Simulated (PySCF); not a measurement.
InHI₂, SMILES [I][InH][I]. Atoms are numbered in the order given.

```xyz
4

In     0.0000     0.0000    -0.9674
H      0.0000     0.0000    -2.6792
I      0.0000     2.2524     0.4725
I      0.0000    -2.2524     0.4725
```
Charge 0, spin multiplicity 1.

Coordinates come from a r2SCAN-D4/def2-SVP optimisation. The def2 effective core potentials stand for the cores of I, In; spin–orbit coupling is left out.

Calculation: r2SCAN-D4/def2-SVP run with PySCF.

Frequencies are harmonic and unscaled.

Problem. Estimate the vibrational spectrum. (The exact figures need the calculation; the answer reports its results.)

Solution. 
| mode | ν (cm⁻¹) | IR (km/mol) | Raman (Å⁴/amu) | depolarisation | moving atoms (share of kinetic energy) |
|---|---|---|---|---|---|
| 1 | 54 | 1.2 | 4.1 | 0.67 | I 72 %, In 27 % |
| 2 | 187 | 7.4 | 12.4 | 0.11 | I 59 %, In 41 % |
| 3 | 220 | 50.9 | 2.9 | 0.75 | In 61 %, I 39 % |
| 4 | 342 | 21.9 | 8.5 | 0.75 | H 95 % |
| 5 | 466 | 145.2 | 18.4 | 0.75 | H 99 % |
| 6 | 1825 | 143.0 | 381.5 | 0.21 | H 99 % |
